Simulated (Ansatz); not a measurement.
Reaction (redistribution): `BB1CN1` + `CO[SiH](F)[SiH3]` → `[SiH3]B1CN1` + `B[SiH](F)OC`

Program: Ansatz. Geometries: PBE0-D4/def2-TZVP. ΔE: electronic, gas phase. CBS: MP2 limit from def2 TZ/QZ plus the TZ coupled-cluster correction, frozen cores. DFT in def2-TZVPP. B3LYP here is the variant with VWN-RPA as its local correlation; programs differ in this. HSE06 is defined as in plane-wave codes. Each species was taken in one conformer, which may not be the lowest.

```csv
level,ΔE (kcal/mol),difference from CCSD(T)/CBS
LDA (SPW92),9.2,4.1
PBE-D4,8.5,3.4
revPBE-D4,8.1,3.0
BLYP-D4,7.9,2.8
B97M-V,8.3,3.2
PBE0-D4,7.3,2.2
B3LYP-D4,7.1,2.0
r2SCANh-D4,7.7,2.6
r2SCAN0-D4,7.2,2.1
HSE06-D4,7.4,2.3
BHLYP-D4,6.1,1.0
CAM-B3LYP-D4,6.2,1.1
ωB97X-V,5.7,0.6
ωB97M-V,5.8,0.7
B2PLYP,5.9,0.8
PBE-QIDH,5.7,0.6
revPBE,8.0,2.9
BLYP,7.7,2.6
r2SCAN,8.1,3.0
B3LYP,6.9,1.8
r2SCANh,7.7,2.6
r2SCAN0,7.1,2.0
HSE06,7.2,2.1
BHLYP,5.8,0.7
CAM-B3LYP,6.1,1.0
RPA@PBE/def2-TZVPP,3.6,-1.5
HF/def2-SVP,3.0,-2.1
CCSD/def2-SVP,3.1,-2.0
CCSD(T)/def2-SVP,3.2,-1.9
HF/def2-TZVPP,4.2,-0.9
MP2/def2-TZVPP,4.6,-0.5
SCS-MP2/def2-TZVPP,4.0,-1.1
CCSD/def2-TZVPP,4.4,-0.7
CCSD(T)/def2-TZVPP,4.6,-0.5
HF/def2-QZVPP,4.3,-0.8
MP2/def2-QZVPP,4.9,-0.2
SCS-MP2/def2-QZVPP,4.3,-0.8
HF/CBS(def2),4.3,-0.8
MP2/CBS(def2),5.1,0.0
CCSD/CBS(def2),4.9,-0.2
CCSD(T)/CBS,5.1,0
```

Largest T1 diagnostic among the species: 0.015.

Leaving LDA and LC-ωPBE aside and taking each functional with its dispersion term where it has one, the values spread over 2.8 kcal/mol, from PBE-QIDH to PBE-D4. LDA lies +0.8 kcal/mol from PBE without D4. From r2SCAN to r2SCAN0 (25 % exact exchange), in def2-TZVPP and without D4, ΔE moves by −1.0 kcal/mol.
